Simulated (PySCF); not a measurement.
Simulation results for AlClH₂O₂, BClFH₂N, B₂H₄N₂, Al₂H₃NO and others

Calculation on a computer-drawn molecule: optimised geometry and harmonic frequencies of an isolated molecule of the commonest isotopes, restricted reference for singlets and unrestricted otherwise, frozen core in MP2. Program: PySCF 2.14.0.

Common to all runs: charge 0; multiplicity 1.

(1) AlClH₂O₂

Start structure:
```xyz
6
AlClH2O2
O     -0.6358    -0.2616     1.0655
Al    -0.6409     1.3808     0.7360
O     -1.7476     2.0897    -0.1657
Cl     0.8112     2.5887     1.3041
H     -0.2424    -1.0158     1.4934
H     -2.6685     2.0104    -0.7333
```

It was run with method HF and basis cc-pV(D+d)Z.

Results for AlClH₂O₂: rotational constants 6.682, 3.193, 2.161 GHz; total energy -852.5206 hartree; convergence status largest gradient component 8.009e-06 hartree/bohr.

Drawn bonds:
```tsv
atom	other atom	order
1	2	1
2	3	1
2	4	1
1	5	1
3	6	1
```

Optimised structure:
```xyz
6
AlClH2O2
O     -0.7843    -0.2552     0.9816
Al    -0.6635     1.3869     0.6767
O     -1.8259     2.1731    -0.2321
Cl     0.9466     2.5015     1.4249
H     -0.2019    -0.8086     1.4739
H     -2.5949     1.7946    -0.6251
```

Modes:
```tsv
frequency (cm⁻¹)	reduced mass (dalton)
197.2	7.219
236	4.312
278.5	5.044
380.9	1.271
385	1.123
497.7	7.557
609.6	1.304
626.7	1.447
863.9	6.256
996	7.799
4220	1.068
4229	1.068
```

(2) BClFH₂N

Start structure:
```xyz
6
BClFH2N
N     -1.4969     2.1335     2.0414
B     -0.8984     1.8053     0.8394
F     -0.3815     2.7486     0.0573
Cl    -0.7896     0.1236     0.2821
H     -1.5582     3.0799     2.3552
H     -1.8944     1.4533     2.6523
```

Settings of this run: method MP2 and basis cc-pV(D+d)Z.

The calculation gives: rotational constants 9.602, 4.58, 3.101 GHz; total energy -639.9867 hartree; convergence status largest gradient component 1.907e-05 hartree/bohr.

Drawn bonds:
```tsv
atom	other atom	order
1	2	1
2	3	1
2	4	1
1	5	1
1	6	1
```

Optimised structure:
```xyz
6
BClFH2N
N     -1.4983     2.1327     2.0440
B     -0.8940     1.8016     0.8303
F     -0.3708     2.7617     0.0397
Cl    -0.7939     0.1184     0.2892
H     -1.5621     3.0912     2.3649
H     -1.8998     1.4385     2.6595
```

Modes:
```tsv
frequency (cm⁻¹)	reduced mass (dalton)
326.1	4.06
385.8	7.124
407.4	1.209
555.6	1.743
610	2.031
664.7	5.448
906.7	1.73
1249	5.378
1432	2.958
1621	1.519
3656	1.051
3784	1.099
```

(3) B₂H₄N₂

Start structure:
```xyz
8
B2H4N2
B     -1.6685     0.3304     0.8319
N     -0.8838     1.5312     1.1848
B      0.4616     1.8126     0.8307
N      1.6764     2.0823     0.5935
H     -1.1227    -0.5257     0.3191
H     -2.6915     0.3031     1.1689
H     -1.3796     2.3099     1.6375
H      2.5817     2.2583     0.3587
```

Here we set method HF and basis cc-pVDZ.

It finds rotational constants 48.09, 4.375, 4.01 GHz; total energy -160.6746 hartree; convergence status largest gradient component 1.797e-05 hartree/bohr.

Drawn bonds:
```tsv
atom	other atom	order
1	2	1
2	3	1
3	4	2
1	5	1
1	6	1
2	7	1
4	8	1
```

Optimised structure:
```xyz
8
B2H4N2
B     -1.6089     0.3764     0.8611
N     -0.8953     1.5555     1.1594
B      0.4580     1.8124     0.8455
N      1.6337     2.0584     0.5827
H     -1.0521    -0.5165     0.2886
H     -2.7596     0.2929     1.1876
H     -1.3780     2.2908     1.6385
H      2.5758     2.2322     0.3618
```

Modes:
```tsv
frequency (cm⁻¹)	reduced mass (dalton)
211.9	3.05
265.5	1.717
311.7	1.101
496.8	1.313
551.6	4.113
560	3.003
792.4	1.073
867.6	2.555
1077	1.833
1102	1.355
1229	1.52
1370	1.357
1525	2.061
2162	8.152
2685	1.055
2761	1.132
3819	1.075
4109	1.101
```

(4) Al₂H₃NO

Start structure:
```xyz
7
Al2H3NO
O      0.3839     2.5397     1.0713
Al     1.0815     1.1082     0.9675
N      1.8005    -0.4433     0.8315
Al     2.5621    -2.0485     0.7640
H     -0.0256     3.4153     1.0669
H      2.5471    -3.0846     1.9299
H      3.2578    -2.6345    -0.4937
```

Settings of this run: method HF and basis cc-pV(D+d)Z.

It finds rotational constants 126, 1.538, 1.52 GHz; total energy -614.9420 hartree; convergence status largest gradient component 3.773e-05 hartree/bohr.

Drawn bonds:
```tsv
atom	other atom	order
1	2	1
2	3	2
3	4	1
1	5	1
4	6	1
4	7	1
```

Optimised structure:
```xyz
7
Al2H3NO
O      0.3485     2.4961     1.2554
Al     1.0722     1.0238     1.0682
N      1.7833    -0.4332     0.9104
Al     2.5216    -2.0049     0.7579
H      0.1326     3.2785     0.7811
H      2.5285    -3.0458     1.9605
H      3.2206    -2.4621    -0.5961
```

Modes:
```tsv
frequency (cm⁻¹)	reduced mass (dalton)
34.17	4.443
49.27	5.616
76.01	1.113
199.5	4.863
228.6	15.99
361.8	1.455
510.7	6.411
603.6	1.241
671	1.191
873.5	1.079
958.7	7.546
1364	15.35
1923	1.059
1951	1.025
4266	1.07
```

(5) CH₇AlN₂

Start structure:
```xyz
11
CH7AlN2
C      0.9466     1.4261    -1.6348
N      0.1996     0.1997    -1.1894
Al    -1.3892    -0.2516    -0.7881
N     -2.8326     0.7274    -0.7287
H      0.1790     2.2513    -1.6504
H      1.4034     1.3596    -2.5668
H      1.7465     1.6879    -0.9069
H      0.9762    -0.5484    -1.1438
H     -1.5049    -1.7021    -0.3629
H     -2.9018     1.7084    -0.9446
H     -3.7674     0.4621    -0.4354
```

It was run with method HF and basis cc-pV(D+d)Z.

The calculation gives: rotational constants 11.59, 3.469, 2.715 GHz; total energy -392.8310 hartree; convergence status largest gradient component 3.064e-05 hartree/bohr.

Drawn bonds:
```tsv
atom	other atom	order
1	2	1
2	3	1
3	4	1
1	5	1
1	6	1
1	7	1
2	8	1
3	9	1
4	10	1
4	11	1
```

Optimised structure:
```xyz
11
CH7AlN2
C      0.8152     1.4263    -1.5840
N      0.2933     0.1368    -1.1783
Al    -1.3505    -0.3530    -0.7427
N     -2.6850     0.8052    -0.7554
H      0.0150     2.1693    -1.6025
H      1.2529     1.4018    -2.5882
H      1.5834     1.7998    -0.8979
H      1.0171    -0.5583    -1.1554
H     -1.6184    -1.8535    -0.3370
H     -2.6379     1.7773    -0.9943
H     -3.6296     0.5687    -0.5161
```

Modes:
```tsv
frequency (cm⁻¹)	reduced mass (dalton)
120	1.162
143.8	2.937
161.6	1.804
333.8	1.209
339	2.886
400.8	1.282
501.2	1.11
588.3	1.191
627.1	1.202
674.1	2.884
779.7	1.604
883.7	4.595
1160	1.156
1217	4.504
1230	1.289
1522	1.408
1575	1.173
1591	1.043
1622	1.043
1677	1.11
2000	1.042
3143	1.037
3187	1.105
3234	1.1
3780	1.074
3782	1.052
3863	1.093
```

(6) AlB₃H₆

Start structure:
```xyz
10
AlB3H6
B     -0.4744    -0.0791     0.7658
B      1.0202    -0.1220     1.2442
Al     0.8579     1.1106    -0.5514
B      0.8411     0.4962    -2.5882
H     -1.2275     0.8180     1.0585
H     -0.9031    -0.8136    -0.0068
H      1.9790    -0.3743     1.8259
H      1.0319     2.6614    -0.2134
H      0.0347     0.8009    -3.3751
H      1.4703    -0.4297    -2.8052
```

Here we set method HF and basis cc-pV(D+d)Z.

Results for AlB₃H₆: rotational constants 11.92, 2.419, 2.218 GHz; total energy -319.3597 hartree; convergence status largest gradient component 2.599e-05 hartree/bohr.

Drawn bonds:
```tsv
atom	other atom	order
1	2	1
2	3	1
3	4	1
1	5	1
1	6	1
2	7	1
3	8	1
4	9	1
4	10	1
```

Optimised structure:
```xyz
10
AlB3H6
B     -0.8870    -0.2074     1.4042
B      0.6419     0.0695     0.8199
Al     1.1094     1.2943    -0.8950
B      1.2185     0.5258    -2.9023
H     -1.3964     0.5222     2.2165
H     -1.5585    -1.1229     0.9992
H      1.5883    -0.4386     1.3749
H      1.4140     2.8384    -0.6448
H      0.2693     0.5159    -3.6453
H      2.2306     0.0712    -3.3730
```

Modes:
```tsv
frequency (cm⁻¹)	reduced mass (dalton)
70.78	2.419
127.6	2.061
133.8	2.099
192.8	1.27
339.1	1.218
368.6	1.097
475.4	4.007
489.3	1.154
552.9	1.541
566.6	1.32
608.9	2.024
719.1	1.164
842.9	1.556
904.8	1.373
948.7	3.418
1053	1.48
1242	1.13
1262	1.274
1933	1.042
2634	1.069
2637	1.055
2652	1.077
2703	1.119
2705	1.119
```

(7) CH₅AlBF

Start structure:
```xyz
9
CH5AlBF
B      0.7365     1.2900    -0.4021
C      0.8352     0.0652    -1.3125
Al     1.7594    -0.7487     0.2583
F      1.0535    -1.6143     1.4248
H      1.5249     2.1542    -0.4150
H     -0.1870     1.3801     0.3627
H     -0.1492    -0.5687    -1.5677
H      1.4886     0.1480    -2.2074
H      3.3133    -0.7993     0.4115
```

Settings of this run: method HF and basis cc-pV(D+d)Z.

The calculation gives: rotational constants 11.8, 3.323, 2.903 GHz; total energy -406.8965 hartree; convergence status largest gradient component 1.023e-05 hartree/bohr.

Drawn bonds:
```tsv
atom	other atom	order
1	2	1
2	3	1
3	4	1
1	5	1
1	6	1
2	7	1
2	8	1
3	9	1
```

Optimised structure:
```xyz
9
CH5AlBF
B      0.5316     1.4701    -0.4820
C      0.9375     0.1100    -1.0898
Al     1.9189    -0.9771     0.2173
F      1.0666    -1.6424     1.4713
H      1.2691     2.4194    -0.5547
H     -0.4966     1.5934     0.1284
H      0.0795    -0.5277    -1.3377
H      1.6230     0.1863    -1.9406
H      3.4456    -1.3255     0.1405
```

Modes:
```tsv
frequency (cm⁻¹)	reduced mass (dalton)
23.55	2.655
161.9	2.84
196.6	1.592
295.6	2.039
489.3	1.348
585.8	3.176
692.1	1.164
718.2	1.093
835.3	3.128
897.7	1.709
945.7	1.188
1059	3.002
1116	1.476
1173	1.262
1335	1.254
1523	1.157
2040	1.044
2652	1.055
2719	1.125
3154	1.056
3221	1.104
```

(8) BF₂HSi

Start structure:
```xyz
5
BF2HSi
F      0.8032    -0.5195    -2.7464
B      0.6860    -0.8570    -1.4591
Si    -0.4135     0.3860    -0.1742
F     -1.7463    -0.5695    -0.1438
H      1.2598    -1.8625    -1.1237
```

Settings of this run: method MP2 and basis cc-pV(D+d)Z.

Drawn bonds:
```tsv
atom	other atom	order
1	2	1
2	3	1
3	4	1
2	5	1
```

Questions
1. Give the missing total energy for BF₂HSi (entry 8).

Calculated values
1. -513.6430 hartree

Further results for BF₂HSi (entry 8):

```
rotational constants                          : 14.56, 3.013, 2.727 GHz
convergence status largest gradient component : 1.826e-05 hartree/bohr
```

Optimised structure:
```xyz
5
BF2HSi
F      0.8217    -0.5195    -2.7653
B      0.6841    -0.8465    -1.4622
Si    -0.4125     0.4002    -0.1716
F     -1.7460    -0.5879    -0.1324
H      1.2419    -1.8688    -1.1157
```

Modes:
```tsv
frequency (cm⁻¹)	reduced mass (dalton)
59.46	5.396
168.4	3.501
204	10.23
528.3	4.227
772.5	2.086
818.5	9.615
1104	1.406
1261	5.416
2604	1.09
```
